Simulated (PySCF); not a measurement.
**C6H9O2P: full NMR table**

```
Formula                               : C6H9O2P
SMILES                                : C=C(C)[P@@](=O)(O)C#CC
InChI                                 : InChI=1S/C6H9O2P/c1-4-5-9(7,8)6(2)3/h2H2,1,3H3,(H,7,8)
Point group of the computed structure : C1
Carbon signals                        : 6
Proton signals                        : 5
```

Structure with atom numbers: `[CH2:1]=[C:2]([CH3:3])[P@@:4](=[O:5])([OH:6])[C:7]#[C:8][CH3:9]`; H(Xn) means a hydrogen on atom n. Ha(C1) is cis to C3; Hb(C1) is trans to C3.

- geometry: GFN2-xTB
- shieldings: GIAO PBE0/pcSseg-1
- run in PySCF
- non-relativistic Hamiltonian, rapidly exchanging positions averaged, isolated molecule, one computed conformer

Chemical shifts δ = σref − σ; ¹H (31.72 ppm) and ¹³C (186.93 ppm) against TMS; ³¹P (318.38 ppm) against H3PO4; ¹⁷O (336.08 ppm) vs H2O, all at this level.

```tsv
carbon	δC, type	δH (multiplicity)	HMBC from (2–3 bonds)	span of the C tensor (ppm)
C1	129.1, CH2	Hb(C1) 6.03 (m); Ha(C1) 5.87 (m)	H(C3)	209
C2	150.7, C	–	Hb(C1), Ha(C1), H(C3)	222
C3	20.5, CH3	2.16 (m)	Hb(C1), Ha(C1)	31
C7	81.8, C	–	H(C9)	261
C8	104.4, C	–	H(C9)	256
C9	5.1, CH3	2.10 (s)	–	24
```

Other nuclei:
| atoms | nucleus | environment | δ (ppm) | σ (ppm) |
| --- | --- | --- | --- | --- |
| H(O6) | ¹H | hydrogen on an oxygen bonded to P | 2.54 | 29.18 |
| P4 | ³¹P | phosphorus bonded to 2 C, 2 O | -2.7 | 321.1 |
| O5 | ¹⁷O | P=O oxygen | 158.4 | 177.7 |
| O6 | ¹⁷O | oxygen bonded to P, H | 109.5 | 226.5 |

δC 150.7: fully substituted alkene carbon; as expected for a trigonal carbon in a double bond. δC 129.1: terminal =CH2 carbon; the olefinic region. δC 104.4, 81.8: alkyne carbon; sp carbons lie upfield of alkene carbons because the cylindrical π system leaves one tensor component strongly shielded. δC 5.1: propargylic methyl carbon; a saturated carbon with 1 carbon neighbour and no heteroatom attached. δH 2.16: hydrogen on an allylic methyl carbon; allylic position.

The OH or NH signal is concentration- and solvent-dependent in practice; the value given is the gas-phase one. Splittings by ³¹P in the carbon and heteronuclear signals aren't shown, as no couplings were computed. Shifts are as computed. Against solution values, carbons near 30 ppm lie about +3 ppm off and those near 130 ppm about +5 ppm. Of 1211 compounds with measured shifts, 218 miss one by over three times the rms of a fit or turn the order of signals round; such compounds aren't used in these exercises. Experimental scales use liquid or dissolved standards, which lie at an offset from isolated H2O (liquid H2O: subtract about 36 ppm) and H3PO4. No couplings were computed; multiplicities are counted from neighbouring protons, with m where these are inequivalent, close in shift, in a saturated or five-membered ring or joined by F or P, and br s for small geminal =CH2 splittings.
